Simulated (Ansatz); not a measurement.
## Relative energies of C4H3F5 isomers

3 of its isomers, all singlets with charge 0: A = `F/C(=C/C(F)F)C(F)F`; B = `FC1C(F)(F)CC1(F)F`; C = `FC/C(F)=C\C(F)(F)F`.

Shapes, held fixed at every level: PBE0-D4/def2-TZVP. Flexible molecules stand in one conformer, not always the lowest. Programs: Ansatz 0.2.0.

A:

```xyz
12

F    -0.4445    0.3575   -2.2350
C    -0.1144    0.2332   -0.9454
C    -0.7532   -0.6429   -0.1922
C    -0.5186   -0.9402    1.2457
F    -0.3047   -2.2761    1.3806
F    -1.6473   -0.6510    1.9477
C     0.9886    1.2061   -0.6393
F     1.1972    1.3391    0.6864
F     2.1409    0.7721   -1.2002
H    -1.5372   -1.2307   -0.6592
H     0.3148   -0.4126    1.7040
H     0.7554    2.1906   -1.0591
```

B:

```xyz
12

F     0.8031    0.7822    1.9494
C    -0.0636    0.4906    0.9608
C    -0.1291   -0.9630    0.4531
F     0.9878   -1.6565    0.7307
F    -1.1813   -1.6867    0.8745
C    -0.1780   -0.4595   -0.9934
C     0.3064    0.8999   -0.4782
F     1.6281    1.0821   -0.6383
F    -0.3228    1.9859   -0.9613
H    -1.0686    0.8480    1.2057
H     0.4898   -0.9632   -1.6887
H    -1.1950   -0.4153   -1.3805
```

C:

```xyz
12

F     1.6241   -1.8809   -0.8324
C     0.9167   -0.7266   -1.0797
C     0.9938    0.1728    0.1029
F     2.2458    0.5173    0.3967
C     0.0057    0.6651    0.8335
C    -1.4333    0.3396    0.6088
F    -1.6844   -0.9772    0.6516
F    -2.1858    0.9197    1.5469
F    -1.8808    0.7719   -0.5835
H    -0.1166   -0.9837   -1.3108
H     1.3721   -0.2262   -1.9409
H     0.2198    1.3528    1.6408
```

Electronic energies in kJ/mol, without zero-point or thermal terms.

Question: Which isomer should be the most stable, and roughly by how much?

Answer: C < B < A in rising energy, over a span of 28 kJ/mol, by CCSD(T)/CBS estimate. SPW92/def2-TZVPP, wB97X-V/def2-TZVPP (by under 2 kJ/mol) put another isomer lowest. The B − A difference spans -36.2 to -5.9 kJ/mol over the levels. The CBS estimate extrapolates MP2 from def2-TZVPP and def2-QZVPP and adds CCSD(T) − MP2 in the triple-zeta set, cores frozen.

| level | kind | B − A | C − A |
| --- | --- | --- | --- |
| HF/def2-SVP | Hartree–Fock | -7.3 | -29.5 |
| HF/def2-TZVPP | Hartree–Fock | -5.9 | -27.5 |
| SPW92/def2-TZVPP | LDA | -36.2 | -31.4 |
| PBE-D4/def2-TZVPP | GGA | -15.1 | -26.5 |
| BHLYP-D4/def2-TZVPP | global hybrid | -10.1 | -27.3 |
| PBE0-D4/def2-TZVPP | global hybrid | -27.1 | -29.3 |
| wB97X-V/def2-TZVPP | range-separated hybrid | -30.3 | -29.1 |
| CCSD(T)/CBS estimate | coupled cluster or CI | -15.0 | -27.5 |
